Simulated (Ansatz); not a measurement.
C₂H₇BFN (`CCB(N)F`). The species carries charge 0 and has multiplicity 1.

```xyz
12

C    -1.202   -1.043    0.576
C     0.247   -0.605    0.359
B     0.401    0.520   -0.727
N     1.131    1.696   -0.546
F    -0.201    0.353   -1.921
H    -1.658   -1.368   -0.361
H    -1.811   -0.223    0.967
H    -1.272   -1.870    1.286
H     0.833   -1.470    0.020
H     0.696   -0.296    1.308
H     1.226    2.390   -1.268
H     1.609    1.915    0.308
```

**Question.** What are the harmonic wavenumbers in cm⁻¹ at PBE0-D4/def2-TZVP (Ansatz, finite differences of forces, unscaled)? (Estimate.)

**Answer.** Computed: 47, 192, 202, 344, 417, 481, 572, 628, 740, 765, 897, 990, 1005, 1057, 1247, 1262, 1358, 1407, 1419, 1454, 1498, 1499, 1631, 3029, 3048, 3075, 3115, 3127, 3632, 3740.

**Question.** Is this a minimum?

**Answer.** Yes, all 30 modes are real.

**Question.** Give the ideal-gas thermochemistry at 298.15 K and 1 bar (rigid rotor, harmonic oscillator; point group C1, symmetry number 1).

**Answer.** Zero-point energy 262.4 kJ/mol; H(298) − E = 281.8 kJ/mol; entropy 329.8 J/(mol·K), of which translation 162.7, rotation 108.3, vibration 58.8; G(298) − E = 183.5 kJ/mol. Modes under 100 cm⁻¹ are hindered rotations or soft bends, so the harmonic entropy is rough.
